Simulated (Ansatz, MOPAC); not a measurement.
Noncovalent pair: H2 (SMILES [H][H]) (first 2 atoms) with C3H6 (SMILES C=CC); geometry from B3LYP-D3(BJ)/def2-TZVP.
(charge 0, multiplicity 1):
| atom | x (Å) | y (Å) | z (Å) |
|---|---|---|---|
| H | 0.1713 | -0.0407 | 0.5281 |
| H | 0.2018 | -0.4420 | -0.0989 |
| C | -0.4607 | 1.2427 | 3.2660 |
| C | 0.3690 | 0.2427 | 3.5353 |
| C | 0.0098 | -1.2082 | 3.4978 |
| H | -1.4948 | 1.0626 | 2.9934 |
| H | -0.1391 | 2.2753 | 3.3086 |
| H | 1.3971 | 0.4730 | 3.8030 |
| H | 0.1813 | -1.6795 | 4.4697 |
| H | -1.0363 | -1.3535 | 3.2254 |
| H | 0.6295 | -1.7457 | 2.7742 |

Interaction energies are E(AB) − E(A) − E(B) at the monomers' geometry in the complex; basis-set methods are counterpoise corrected.

The state that PM7 reach isn't checked; PM7 holds dispersion and hydrogen-bond terms.

The values were computed with Ansatz (a first-principles code); MOPAC for PM7 (differences of heats of formation). Values without a source in brackets are computed.

**Question.** One of these levels gives 0.32 kcal/mol for the interaction energy. Which?
(A) PM7
(B) SVWN5/def2-TZVPPD
(C) revPBE/def2-TZVPPD

**Answer.** C, revPBE/def2-TZVPPD. The others give -0.29 (PM7), -1.43 (SVWN5/def2-TZVPPD)
